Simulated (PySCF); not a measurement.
Molecule: SMILES CNC(C#CC#CC)=O, C7H7NO.

Geometry (Å), atoms numbered from 1 in this order:
```xyz
16

C     4.714    0.343   -0.702
C     3.298    0.170   -0.511
C     2.109    0.027   -0.350
C     0.775   -0.144   -0.186
C    -0.422   -0.241   -0.026
C    -1.831   -0.509    0.093
O    -2.326   -1.587   -0.166
N    -2.539    0.569    0.521
C    -3.969    0.532    0.686
H     4.961    0.241   -1.759
H     5.260   -0.414   -0.138
H     5.022    1.332   -0.361
H    -2.056    1.431    0.716
H    -4.298   -0.477    0.441
H    -4.248    0.763    1.716
H    -4.457    1.242    0.015
```

Frames of a GFN2-xTB Langevin trajectory at 600 K; GIAO PBE0/pcSseg-1 shieldings in PySCF, gas phase, non-relativistic; equivalent atoms averaged within each frame.

Scale: TMS for ¹³C (σref 186.93) and ¹H (σref 31.72); ¹⁷O (σref 336.08) against H2O; ¹⁵N (σref 267.73) vs NH3 (reference shieldings calculated alike). The references are static minima.

**Question.** How do the shifts (ppm) fluctuate along the trajectory?

**Answer.** 
| time (fs) | C6 | C2 | C4 | C5 | C3 | C9 | C1 | O7 | N8 | H14/H15/H16 |
| --- | --- | --- | --- | --- | --- | --- | --- | --- | --- | --- |
| optimised geometry | 154.1 | 88.5 | 78.1 | 72.5 | 71.5 | 25.9 | 5.6 | 419.3 | 130.8 | 3.14 |
| 250 | 163.4 | 96.7 | 84.7 | 77.5 | 76.8 | 29.1 | 15.9 | 472.5 | 133.0 | 3.73 |
| 425 | 172.8 | 97.3 | 79.8 | 74.7 | 74.3 | 24.6 | 1.6 | 529.8 | 126.9 | 3.08 |
| 625 | 163.7 | 99.2 | 87.0 | 68.1 | 73.8 | 47.4 | 3.5 | 514.2 | 140.6 | 3.87 |
| 800 | 155.9 | 93.1 | 80.9 | 74.2 | 73.3 | 22.4 | 4.8 | 458.9 | 123.1 | 2.42 |
| 1000 | 167.0 | 92.3 | 81.8 | 71.0 | 71.2 | 31.6 | 7.3 | 476.0 | 145.4 | 3.85 |
| mean of frames | 164.5 | 95.7 | 82.8 | 73.1 | 73.9 | 31.0 | 6.6 | 490.3 | 133.8 | 3.39 |
| standard deviation | 6.1 | 2.9 | 2.9 | 3.6 | 2.0 | 9.8 | 5.6 | 30.1 | 9.3 | 0.63 |

5 frames give an uncertainty of the mean of about the standard deviation over 2.2 at best, since frames this close in time may not be independent; classical motion lacks zero-point vibration, and the reference would need the same averaging.
